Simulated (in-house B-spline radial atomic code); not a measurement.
I²⁺. Computed with a B-spline radial atomic code. Model: non-relativistic spherical atom: semilocal Troullier-Martins pseudo-atom, one channel per l, against all electrons, high spin, G0W0 and RPA with empty states to l = 8, local potential for every l without a channel, a model core (radius 0 = none) keeps its share of the functional.

Without relativity these are model numbers for so heavy an element.

What the tables leave out is listed at the end.

The pseudopotential gives back the lowest level of each angular momentum of its own functional in the configuration it was made in; a second state of the same l is only approximately right. Exact exchange, RPA and GW see the smooth pseudo-orbitals and miss the exchange with the core, for which the functional's share stands in. The column with an uncorrelated core keeps all orbitals and exact exchange, and so separates missing core correlation from pseudisation. Only the three outermost levels and the lowest empty one were computed. RPA here is direct RPA, with no exchange kernel, and its energies carry an (l + 1/2)⁻⁴ tail. A hybrid on a potential with a model core restores only its own semilocal share of the core's exchange.

Command:
```bash
python run_psgw.py task.json out
```
Settings (lengths in bohr, energies in hartree):
```
Z                      53
electrons              51
configuration          [Kr] 4d10 5s2 5p3
generated_in           [Kr] 4d10 5s2 5p3
functional             pbe,pbe
core_shells            9
radius_factor          0.9
core_correction        True
```

Time taken, with all properties: 36 s on 1 thread of Arm Neoverse N1, on a shared host.

Given: made with PBE; model core radius 1.464 bohr; local radius 1.701 bohr; mean-field start PBE.

Valence shells of the generating configuration: 5s, 5p.

Channel: s 1.564, p 1.767, d 2.48 (radii in bohr).

Computed: largest level miss in the spin-unpolarised generating configuration 0 eV; valence RPA correlation energy all-electron orbitals -0.18002 hartree; all-electron RPA polarisability, core included 12.604 bohr³; pseudo-atom RPA polarisability 12.638 bohr³.

```tsv
level	occupied	mean-field all-electron (eV)	mean-field pseudo minus all (eV)	G0W0 all-electron (eV)	G0W0 uncorrelated core minus all (eV)	G0W0 pseudo minus all (eV)	exchange self-energy all-electron (eV)	exchange self-energy pseudo (eV)
5p up	1	-25.399	-0.003	-30.384	0.366	0.191	-19.858	-16.278
5s down	1	-32.758	-0.019	-37.7	0.888	0.37	-17.918	-12.551
5p down (empty)	0	-22.821	-0.015	-19.249	0.439	-0.085	-6.317	-2.7348
```

Problem. What is the valence RPA correlation energy pseudo?

Solution. -0.19989 hartree.

Given: mean-field start PBE0.

Computed: valence RPA correlation energy all-electron orbitals -0.1642 hartree; all-electron RPA polarisability, core included 11.452 bohr³; pseudo-atom RPA polarisability 11.774 bohr³.

```csv
level,occupied,mean-field all-electron (eV),mean-field pseudo minus all (eV),G0W0 all-electron (eV),G0W0 uncorrelated core minus all (eV),G0W0 pseudo minus all (eV),exchange self-energy all-electron (eV),exchange self-energy pseudo (eV)
5p up,1,-26.805,0.139,-30.518,0.354,0.294,-19.822,-16.187
5s down,1,-33.789,0.428,-37.673,0.883,0.896,-17.743,-12.352
5p down (empty),0,-21.635,0.105,-19.1,0.423,0.106,-6.0583,-2.6777
```

Problem. What is the valence RPA correlation energy pseudo?

Solution. -0.18273 hartree.

Among the listed levels the largest G0W0 shift of the pseudo-atom is +0.90 eV, for 5s down on the PBE0 start, while leaving the core uncorrelated moves that level by +0.88 eV. The rest, +0.01 eV, comes from pseudisation and the lost core exchange. Not in the tables (levels of low weight, unsolved or above zero; the highest and the empty levels are kept at any weight): on PBE the G0W0 levels 5s up (pseudo minus all +0.27 eV, weights 0.31 and 0.32); on PBE0 the G0W0 levels 5s up (pseudo minus all +0.70 eV, weights 0.40 and 0.35); no Hartree-Fock pseudo-atom is run with a model core.
